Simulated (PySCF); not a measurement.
## Stretching BaBr

Set-up: basis Ba x2c-TZVPPall, Br x2c-TZVPPall; spin-free X2C with a Gaussian nucleus; PySCF 2.14. Energies in eV from Ba + Br in their ground configurations at the same level. State: ²Σ⁺ (doublet), unpaired electrons σ ↑.

All columns are PW91. A positive dipole means Ba(−)Br(+).

```
R (Å)  E (eV)  μ (D)  Mulliken charge on Ba (basis-dependent)  HOMO (eV)  LUMO (eV)  Mayer bond order  ⟨S²⟩
2.448  -3.540  -3.35                                     0.34      -2.92      -2.31              1.24  0.75
2.562  -4.011  -3.80                                     0.38      -3.01      -2.40              1.15  0.75
2.676  -4.261  -4.28                                     0.42      -3.10      -2.49              1.09  0.75
2.762  -4.345  -4.67                                     0.44      -3.17      -2.56              1.04  0.75
2.847  -4.364  -5.07                                     0.46      -3.24      -2.63              1.01  0.75
2.932  -4.336  -5.48                                     0.47      -3.31      -2.71              0.98  0.75
3.046  -4.244  -6.04                                     0.49      -3.40      -2.81              0.94  0.75
3.189  -4.075  -6.77                                     0.51      -3.51      -2.93              0.90  0.75
3.360  -3.828  -7.67                                     0.53      -3.64      -3.08              0.86  0.75
3.587  -3.474  -8.86                                     0.56      -3.81      -3.27              0.81  0.75
```

A fit through these points gives, at Re = 2.835 Å, μ = -5.01 D and dμ/dR = -4.72 D/Å; the reduced mass is 50.19 u.

**Question.** How strong is the fundamental in the double-harmonic approximation, I = 42.26·(dμ/dR)²/μred km/mol?

**Answer.** I = 42.26·(-4.72)²/50.19 = 18.8 km/mol at PW91.

These are scalar-relativistic numbers at best; spin–orbit coupling would shift them, the dissociation energy most. The state is the lowest determinant that a PBE0 search found; another state may lie lower at other levels.
